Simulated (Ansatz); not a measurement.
C4H5 (SMILES [CH2-]C#CC), charge -1, singlet, geometry from GFN2-xTB (a gas-phase anion, which may not be bound at this level); PBE0/pcseg-1 run with Ansatz (a quantum-chemistry and plane-wave program).

Here is a job for Ansatz.
Ansatz 0.2 input:
```yaml
crystal:
  periodic: [false, false, false]
  atoms:
    - {symbol: C, position_ang: [-0.02689703, 0.01898413, 2.00101260]}
    - {symbol: C, position_ang: [-0.00904766, -0.04049079, 0.66114669]}
    - {symbol: C, position_ang: [0.00789498, -0.42450959, -0.53346907]}
    - {symbol: C, position_ang: [0.02444904, 0.23607485, -1.86598431]}
    - {symbol: H, position_ang: [-0.95631018, 0.02398960, 2.57125672]}
    - {symbol: H, position_ang: [0.88696065, 0.03044252, 2.59575182]}
    - {symbol: H, position_ang: [-0.01375398, 1.34661131, -1.85047335]}
    - {symbol: H, position_ang: [0.93433358, -0.04072948, -2.41968026]}
    - {symbol: H, position_ang: [-0.82962597, -0.10066542, -2.47309051]}
basis:
  gaussian:
    orbitals: pcseg-1.json
hamiltonian:
  xc: pbe0
total_charge: -1
```
The basis file holds pcseg-1 in the JSON format of the Basis Set Exchange.

Output, abridged:

```
Functional definition: PBE0
933 factors; their error is unknown
mean field evaluation 1: about -4217.0018 eV, gradient 3.7e1 eV
mean field evaluation 2: about -4216.2562 eV, gradient 3.9e1 eV
mean field evaluation 4: about -4220.6850 eV, gradient 3.2e0 eV
mean field evaluation 8: about -4220.7092 eV, gradient 3.0e-2 eV
mean field evaluation 16: about -4220.6909 eV, gradient 3.5e-5 eV
mean field -4220.69090317 eV, -155.1075298044 hartree, gradient 3.5e-5 eV, S^2 0.000000; 0 other end points of the search recorded, 0 dependent functions left out
reference -4220.69093311 eV, -155.1075309048 hartree; 15, 15 occupied and 66, 66 virtual orbitals, 933 factors
Total energy: -4220.69093311 eV, -155.1075309048 hartree
```
